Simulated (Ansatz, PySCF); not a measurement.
This Ansatz (a first-principles code) input computes a PBE0/def2-TZVPD energy:

Ansatz 0.2 input:
```yaml
crystal:
  periodic: [false, false, false]
  atoms:
    - {symbol: B, position_ang: [-0.00276871, -0.00064845, 0.90671966]}
    - {symbol: H, position_ang: [1.16031926, 0.00200276, 1.41042327]}
    - {symbol: H, position_ang: [-0.58921149, 1.00608022, 1.40579906]}
    - {symbol: H, position_ang: [-0.58399556, -1.01110136, 1.40437239]}
    - {symbol: B, position_ang: [0.00276871, 0.00064845, -0.90671966]}
    - {symbol: H, position_ang: [0.58399556, 1.01110136, -1.40437239]}
    - {symbol: H, position_ang: [-1.16031926, -0.00200276, -1.41042327]}
    - {symbol: H, position_ang: [0.58921149, -1.00608022, -1.40579906]}
basis:
  gaussian:
    orbitals: def2-TZVPD
hamiltonian:
  xc: {name: PBE0}
total_charge: -2
output: {forces: true}
```

### Question
Write an input for the same energy in PySCF and say what it gives.

### Answer

```python
from pyscf import gto, scf, dft

mol = gto.M(
    atom='''
    B    -0.00276871   -0.00064845    0.90671966
    H     1.16031926    0.00200276    1.41042327
    H    -0.58921149    1.00608022    1.40579906
    H    -0.58399556   -1.01110136    1.40437239
    B     0.00276871    0.00064845   -0.90671966
    H     0.58399556    1.01110136   -1.40437239
    H    -1.16031926   -0.00200276   -1.41042327
    H     0.58921149   -1.00608022   -1.40579906
    ''',
    basis='def2-tzvpd',
    charge=-2,
    spin=0,
    verbose=4,
)

mf = dft.RKS(mol, xc='pbe0').density_fit(auxbasis='def2-universal-jkfit')
mf.grids.level = 3
mf.conv_tol = 1e-9
mf.max_cycle = 100
mf.max_memory = 1500
mf.kernel()
if not mf.converged:
    mf = mf.newton()
    mf.kernel(mf.make_rdm1())
mf.analyze()
```
It gives -53.06274 Eh, and Ansatz -53.06269 Eh, a difference of 0.05 mEh, from the treatment of integrals and grids.

It need not be the lowest isomer of its formula.
